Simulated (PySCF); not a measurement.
A ladder for the ionisation energy of Bi

Bi [Xe] 4f14 5d10 6s2 6p3 (4S) → Bi⁺ [Xe] 4f14 5d10 6s2 6p2 (3P). Scalar values calculated with PySCF 2.14 in x2c-TZVPPall with one added diffuse shell each of s, p, d, f type (spin-free X2C; valence and next inner shell: [Kr] 4d10 4f14 frozen; valence: [Xe] 4f14 5d10 frozen). The spin-orbit shift comes from two-component X2C-1e calculations (generalised Hartree-Fock, GHF, and MP2 on its spinors, GMP2) in x2c-QZVPPall-2c: GMP2 gives 8.726 eV without and 7.322 eV with screened spin-orbit coupling, a shift of -1.405 eV (GHF: -1.263 eV). Sums use unrounded values; where a UHF row is shifted, it takes the GHF shift.

| method | scalar (eV) |
| --- | --- |
| UHF | 8.245 |
| MP2 (valence and next inner shell) | 8.750 |
| SCS-MP2 (valence and next inner shell) | 8.569 |
| CCSD (valence and next inner shell) | 8.648 |
| CCSD(T) (valence and next inner shell) | 8.678 |
| MP2 (valence) | 8.590 |
| SCS-MP2 (valence) | 8.476 |
| CCSD (valence) | 8.601 |
| CCSD(T) (valence) | 8.624 |
| LDA | 8.792 |
| PBE | 8.600 |
| PBE0 | 8.674 |
| r2SCAN | 8.798 |
| B2PLYP | 8.526 |
| r2SCANh | 8.816 |
| TPSS | 8.558 |

Task: Form a composite estimate from CCSD(T) (valence and next inner shell) and the spin-orbit shift, and compare it with the reference, 7.286 eV (measured; NIST Atomic Spectra Database, ionization energies).

Result: 8.678 + (-1.405) = 7.273 eV, an error of -0.013 eV.

The errors of the correlated levels include the incompleteness of the basis and the frozen core, so a lower level can come closer by cancellation.

The GHF and GMP2 shifts differ by 0.142 eV: spin-orbit coupling and correlation are not additive here, and the shift is the weak step of the composite.
